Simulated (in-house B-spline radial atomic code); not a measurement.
A fraction x of an electron is removed from 3s in P³⁺, starting from [Ne] 3s2 and keeping the highest spin. Method: scalar-relativistic (X2C) PBE, spin-polarised, spherical fractional occupations, Fermi nucleus of rms radius 3.1889 fm. Calculated with an all-electron radial atomic-structure program (B-spline basis).

| x | E(x) - E(0) (eV) | 3s down level (eV) |
| --- | --- | --- |
| 0 | 0.0000 | -45.608 |
| 0.08 | 3.6859 | -46.540 |
| 0.21 | 9.8343 | -48.051 |
| 0.34 | 16.1788 | -49.555 |
| 0.43 | 20.6855 | -50.594 |
| 0.5 | 24.2554 | -51.402 |
| 0.51 | 24.7700 | -51.517 |
| 0.68 | 33.6952 | -53.489 |
| 0.82 | 41.2994 | -55.149 |
| 0.9 | 45.7494 | -56.090 |
| 1 | 51.3985 | - |

The exact functional would give a straight line between the two integer points. Deviations E(x) - E(0) - x[E(1) - E(0)], in eV: -0.426 at x = 0.08, -0.959 at x = 0.21, -1.297 at x = 0.34, -1.416 at x = 0.43, -1.444 at x = 0.5, -1.443 at x = 0.51, -1.256 at x = 0.68, -0.847 at x = 0.82, -0.509 at x = 0.9.

The curve lies below the straight line by up to 1.444 eV (at x = 0.5): convex, the delocalisation error that favours fractional charges.

**Question.** How well does Slater's transition state (minus the level at half occupation) give the ionisation energy?

**Answer.** It gives 51.402 eV against 51.398 eV from the two total energies; NIST lists 51.44 eV, ground level to ground level.
